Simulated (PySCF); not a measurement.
C₂H₃N₃, SMILES c1nc[nH]n1.

The structure is a stationary point at TPSSh-D3(BJ)/def2-SVP.

All values below come from TPSSh-D3(BJ)/def2-SVP in PySCF.

Frequencies are harmonic and unscaled.

```csv
mode,ν (cm⁻¹),IR (km/mol),Raman (Å⁴/amu),depolarisation,moving atoms (share of kinetic energy)
1,603,58.0,1.4,0.75,"N 48 %, H 46 %"
2,687,1.9,0.4,0.75,"H 51 %, N 29 %, C 20 %"
3,705,51.8,0.1,0.75,"N 45 %, H 32 %, C 24 %"
4,847,15.7,0.2,0.75,"H 69 %, C 28 %"
5,904,7.6,1.0,0.75,"H 70 %, C 28 %"
6,954,7.6,1.5,0.70,"N 63 %, C 27 %, H 11 %"
7,988,18.9,2.2,0.55,"N 69 %, C 21 %, H 9 %"
8,1096,42.9,5.4,0.37,"N 48 %, H 47 %"
9,1147,16.1,6.7,0.41,"H 54 %, C 26 %, N 20 %"
10,1200,7.6,10.7,0.26,"N 39 %, C 33 %, H 28 %"
11,1274,1.2,12.6,0.15,"H 61 %, N 24 %, C 15 %"
12,1337,17.4,1.4,0.69,"N 54 %, C 24 %, H 21 %"
13,1407,18.4,23.1,0.31,"C 53 %, N 30 %, H 17 %"
14,1471,13.7,4.5,0.72,"N 38 %, H 33 %, C 28 %"
15,1564,26.2,0.3,0.73,"C 50 %, N 29 %, H 21 %"
16,3256,2.4,41.6,0.40,"H 91 %, C 9 %"
17,3261,2.0,148.4,0.24,"H 91 %, C 9 %"
18,3618,76.6,116.7,0.29,H 93 %
```
